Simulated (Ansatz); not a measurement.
Stepwise reaction of `[SH][SnH2][SH]` with hydrogen chloride, as a gas-phase model of exchange steps in deposition or etching. ΔE in kJ/mol; ΔG adds harmonic PBE0-D4 terms to CCSD(T)/CBS, at 1 bar.

Isolated molecules relaxed with PBE0-D4/def2-TZVP in Ansatz; ΔE leaves out vibrations. CCSD(T)/CBS is the MP2 limit (def2-TZVPP, def2-QZVPP) plus CCSD(T) − MP2 in def2-TZVPP, frozen cores. This one scheme is used for every species. Functionals use def2-TZVPP. B3LYP here is the variant with VWN-RPA as its local correlation; programs differ in this. Elements past krypton have def2 core potentials. For Sn outer-core shells are correlated without core-valence functions, which leaves a few kJ/mol of doubt a bond. Each species was taken in one conformer, which may not be the lowest.

```
step                                         reaction  PBE-D4  B3LYP-D4  ωB97M-V  CCSD(T)/CBS  ΔG(500 K)
   1  `[SH][SnH2][SH]` + HCl → `[SH][SnH2][Cl]` + H₂S   -28.0     -33.2    -33.8        -30.8      -24.2
   2  `[SH][SnH2][Cl]` + HCl → `[Cl][SnH2][Cl]` + H₂S   -22.9     -27.9    -28.5        -25.9      -24.8
```

(1) By hand: ΔE of the 2 steps together at CCSD(T)/CBS.

## Answers

(1) (-30.8) + (-25.9) = -56.7 kJ/mol, or -28.4 kJ/mol a step.

In ΔE the steps differ by no more than 4.9 kJ/mol. All are downhill at CCSD(T)/CBS. ΔG lies between -24.8 and -24.2 kJ/mol a step. PBE-D4 differs from CCSD(T)/CBS by 2.8 to 3.0 kJ/mol a step. Isolated molecules leave out the surface, adducts and barriers. Largest T1 diagnostic: 0.012.
